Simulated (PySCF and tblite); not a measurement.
Results of a calculation; reference values are marked as such.
System: C₇H₁₃N, numbered as in [CH2:1]=[C:2]1[CH2:3][CH2:4][N:5]([CH3:6])[CH2:7][CH2:8]1.

Motion: pyramidal inversion at N5. GFN2-xTB gives an electronic barrier of 6.1 kcal/mol and a reaction energy of 0.1 kcal/mol.

(1) What does PBE0/pcSseg-1 + D3(BJ) give on GFN2-xTB geometries?

Programs: tblite and PySCF.

## Answers

(1) A barrier of 4.8 kcal/mol, 1.3 below the tight-binding barrier (from unrounded values), a reaction energy of -2.4 kcal/mol and, with GFN2-xTB thermal terms, ΔG‡(298 K) = 3.5 kcal/mol and k = 3.3×10¹⁰ s⁻¹ (2 equivalent paths).
